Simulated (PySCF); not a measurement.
C2H5ClO2Si, SMILES C=C(Cl)[SiH](O)O.

Coordinates come from a PBE0-D3(BJ)/def2-SVP optimisation. This is a generated structure with no PubChem entry under its InChIKey; it may be hypothetical. Other conformers were not sampled.

Method: PySCF with TDA-PBE/def2-SVPD.

Vertical excitations. Isolated molecule, no solvent.

Computed UV-visible absorptions:
```tsv
state	energy (eV)	λ (nm)	f	main pairs
S1	5.41	229	0.001	HOMO−1→LUMO 98 %
S2	5.84	212	0.046	HOMO→LUMO 37 %, HOMO→LUMO+2 26 %, HOMO→LUMO+1 25 %
S3	5.95	208	0.018	HOMO→LUMO+1 68 %, HOMO→LUMO 12 %
S4	6.01	206	0.007	HOMO−2→LUMO 86 %
S5	6.24	199	0.007	HOMO−3→LUMO 80 %, HOMO→LUMO+2 16 %
S6	6.34	195	0.064	HOMO→LUMO+2 43 %, HOMO→LUMO 16 %, HOMO−3→LUMO 15 %, HOMO−1→LUMO+1 10 %
S7	6.54	190	0.015	HOMO−1→LUMO+1 60 %, HOMO→LUMO+3 24 %
S8	6.62	187	0.034	HOMO→LUMO+3 68 %, HOMO−1→LUMO+1 12 %
S9	6.76	184	0.010	HOMO−1→LUMO+2 79 %
S10	6.85	181	0.047	HOMO−4→LUMO 85 %
T1	3.94	315	0	HOMO→LUMO 96 %
T2	5.09	244	0	HOMO−1→LUMO 99 %
T3	5.68	218	0	HOMO→LUMO+1 91 %
T4	5.89	210	0	HOMO−2→LUMO 99 %
```
Triplets are in the Tamm–Dancoff approximation.
